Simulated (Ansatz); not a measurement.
```yaml
crystal:
  periodic: [false, false, false]
  atoms:
    - {symbol: Rb, position_ang: [-1.780613, 0.566343, -2.408693]}
    - {symbol: Rb, position_ang: [2.788697, 0.477899, -1.136142]}
    - {symbol: Rb, position_ang: [-0.541044, 1.201227, 2.027821]}
    - {symbol: Rb, position_ang: [-0.109468, -3.039468, 0.173190]}
    - {symbol: Br, position_ang: [-2.617136, -0.879727, 0.463816]}
    - {symbol: Br, position_ang: [1.967369, -0.973338, 1.736173]}
    - {symbol: Br, position_ang: [0.292195, 2.647055, -0.856154]}
basis:
  gaussian: {orbitals: def2-TZVP, initial_orbitals: start.molden}
magnetization: {spin_polarized: true, initial_magnetization: 1}
hamiltonian: {xc: {name: wB97X-V}}
scf: {omitted_lower_state_checks: [starts]}
output: {orbitals: {seedname: orbitals}}
```

The file start.molden holds the orbitals of an earlier run on this structure, at another level or in another basis.

```sh
$ ansatz run in.yaml --threads 4 --pin off --events-out ev --progress --plain --max-ram 4787MiB
```

Question: Does this run fit into the memory that it is given?

Answer: No. It has 276 basis functions, and Ansatz plans for 7 GiB where 5 GiB are given.
